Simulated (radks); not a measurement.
Nb29+, configuration [Ne] 3s2 (the NIST ground configuration).

Method: scalar-relativistic Kohn-Sham, SCAN, spin-polarised, spherical densities, finite nucleus; meta-GGA in the generalised Kohn-Sham scheme; Fermi nuclear charge, rms radius 4.324 fm; computed with a radial shooting solver on a logarithmic mesh with Libxc functionals.

Energy parts (eV):
part                       energy
total                  -87078.022
kinetic                 90112.014
electron-nucleus      -188015.822
Hartree                 12802.093
exchange-correlation    -1976.306

Orbitals (lengths in bohr, moments of r in powers of bohr):
orbital  occ.  eigenvalue (eV)      <r^4>  <1/r>
1s          2        -20370.75  7.977e-06  42.41
2s          2        -4087.202   0.001354  9.713
2p          6        -3816.894  0.0009534  9.418
3s          2        -1600.578    0.03907  3.886

The highest occupied level is 3s at -1600.6 eV. Summed over all electrons, <r^2> = 0.5209 bohr^2, which gives a Langevin (diamagnetic) susceptibility term of -0.413 x 10^-6 cm^3/mol. The electron density at the nucleus is 8.472e+04 e/bohr^3 (large components only).
